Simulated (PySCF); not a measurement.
C2H8N2Si2.
Geometry (GFN2-xTB, Å), atoms numbered from 1 in this order:
```xyz
14
C2H8N2Si2 angstrom
C      2.4279    0.3500    0.4101
C      1.4371   -0.5235    0.5531
N      0.1115   -0.2503    0.3752
Si    -1.3158   -1.2580    0.5117
N     -2.1291    0.2148    0.0783
Si    -0.7219    1.2318   -0.0623
H      3.4517    0.0666    0.5673
H      2.2311    1.3714    0.1325
H      1.6459   -1.5505    0.8336
H     -1.5724   -1.7253    1.8713
H     -1.3805   -2.3158   -0.4930
H     -3.1022    0.4182   -0.0499
H     -0.4457    1.6903   -1.4200
H     -0.6382    2.2799    0.9499
```

A PySCF run (density fitting, gas phase, GFN2-xTB geometry) gave HOMO -5.46 eV, LUMO -0.77 eV, dipole 1.92 D and E = -769.167 Eh.

Problem. Which of these levels was it?
A. WP04/def2-SVPD
B. WP04/def2-TZVP
C. HF/Sadlej pVTZ
D. HSE06/IGLO-II

Solution. D. It is HSE06/IGLO-II. All candidates on this geometry:

```json
{"level and settings": "HSE06/IGLO-II, level shift 0.1 Eh, energy threshold 1e-07 Eh", "kind": "screened hybrid, exact exchange at short range", "basis functions": "206", "SCF cycles": "9", "E (Eh)": "-769.1674", "HOMO (eV)": "-5.46", "LUMO (eV)": "-0.77", "dipole (D)": "1.92"}
{"level and settings": "WP04/def2-TZVP", "kind": "global hybrid fitted to proton shifts", "basis functions": "246", "SCF cycles": "15", "E (Eh)": "-780.6547", "HOMO (eV)": "-6.91", "LUMO (eV)": "-2.15", "dipole (D)": "1.87"}
{"level and settings": "WP04/def2-SVPD, energy threshold 1e-06 Eh", "kind": "global hybrid fitted to proton shifts", "basis functions": "192", "SCF cycles": "9", "E (Eh)": "-780.2125", "HOMO (eV)": "-6.93", "LUMO (eV)": "-2.14", "dipole (D)": "1.82"}
{"level and settings": "HF/Sadlej pVTZ", "kind": "Hartree–Fock", "basis functions": "232", "SCF cycles": "11", "E (Eh)": "-767.2501", "HOMO (eV)": "-8.32", "LUMO (eV)": "0.77", "dipole (D)": "1.84"}
```

The nearest other candidate, by the summed differences of HOMO and LUMO, is WP04/def2-TZVP: its HOMO differs by -1.45 eV and its LUMO by -1.38 eV. Cycle counts include a coarse-grid stage where the run had one. WP04 was designed for NMR shieldings or shifts; total energies of different functionals aren't comparable.
